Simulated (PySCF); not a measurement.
Ge(Cl)3(SiH3) (Cl3GeH3Si), SMILES [Cl][Ge]([Cl])([Cl])[SiH3]. Atoms are numbered in the order given.

```xyz
8

Si     0.0000     0.0000     2.3753
Ge     0.0000     0.0000    -0.0170
Cl     1.7536     1.0124    -0.8077
Cl    -1.7536     1.0124    -0.8077
Cl     0.0000    -2.0248    -0.8077
H      1.2384    -0.7150     2.8276
H     -1.2384    -0.7150     2.8276
H      0.0000     1.4300     2.8276
```
Charge 0, spin multiplicity 1.

The structure is a stationary point at PBE-D3(BJ)/def2-SVP.

Level of theory: PBE-D3(BJ)/def2-SVP in PySCF.

Frequencies are harmonic and unscaled.

Modes within 1.5 cm⁻¹ of each other (mostly degenerate sets) share a row, with their intensities summed.

Computed vibrational spectrum:
```
mode   ν (cm⁻¹)  IR (km/mol)  moving atoms (share of kinetic energy)
-----  --------  -----------  --------------------------------------
1–2          76          0.6        Cl 46 %, Si 33 %, H 11 %, Ge 9 %
3            99          0.0                                  H 99 %
4–5         135          5.0                        Cl 82 %, Ge 16 %
6           153         14.1               Cl 61 %, Ge 22 %, Si 16 %
7           319          3.9                        Si 49 %, Cl 40 %
8           410         44.8               Cl 48 %, Ge 37 %, Si 12 %
9–10        419        141.8                        Cl 62 %, Ge 37 %
11–12       500          0.8                         H 86 %, Si 10 %
13          810        244.0                         H 90 %, Si 10 %
14–15       892         66.6                                  H 97 %
16         2175         32.2                                  H 99 %
17–18      2203         92.4                                  H 96 %
```
